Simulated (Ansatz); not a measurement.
System: NS, charge 0, doublet. NS (SMILES S=[N], doublet).
B3LYP-D3(BJ)/def2-TZVP minimum from Ansatz (a first-principles code):
```
N
S 1 1.4918
```
Charge 0, spin multiplicity 2.

Total energies in hartree (Ansatz). Open shells are spin-unrestricted; no spin-orbit coupling. Cores are frozen in correlated methods. No relativity. The UHF reference of NS ([N]=S, doublet) is spin-contaminated (<S^2> up to 0.24 over the pure value in the sets run).

| species | HF/cc-pV(T+d)Z | CCSD(T)/cc-pV(T+d)Z | HF/cc-pV(Q+d)Z | CCSD(T)/cc-pV(Q+d)Z | CCSDT(Q)/cc-pV(Q+d)Z |
|---|---|---|---|---|---|
| 1: NS (SMILES [N]=S, doublet) | -451.94921 | -452.33286 | -451.95739 | -452.36567 | -452.36902 |
| 2: N (quartet) | -54.40069 | -54.51471 | -54.40372 | -54.52482 | -54.52521 |
| 3: S (triplet) | -397.50938 | -397.65444 | -397.51264 | -397.66785 | -397.66887 |

Question: Work out the atomisation energy (electronic, to ground-state atoms) in kcal/mol: take Hartree-Fock from cc-pV(Q+d)Z, extrapolate the CCSD(T) correlation energy as X^-3 (X = 3, 4), and add CCSDT(Q) - CCSD(T) in cc-pV(Q+d)Z. 1 hartree = 627.51 kcal/mol.

Answer: 
Species 1: correlation (64·(-0.40828) - 27·(-0.38365))/37 = -0.42625; step -0.00335; E1 = -451.95739 + (-0.42625) + (-0.00335) = -452.38699
Species 2: correlation (64·(-0.12110) - 27·(-0.11402))/37 = -0.12627; step -0.00039; E2 = -54.40372 + (-0.12627) + (-0.00039) = -54.53038
Species 3: correlation (64·(-0.15521) - 27·(-0.14506))/37 = -0.16262; step -0.00102; E3 = -397.51264 + (-0.16262) + (-0.00102) = -397.67628
-1·E1 +1·E2 +1·E3 = 0.18033 hartree = 113.2 kcal/mol.
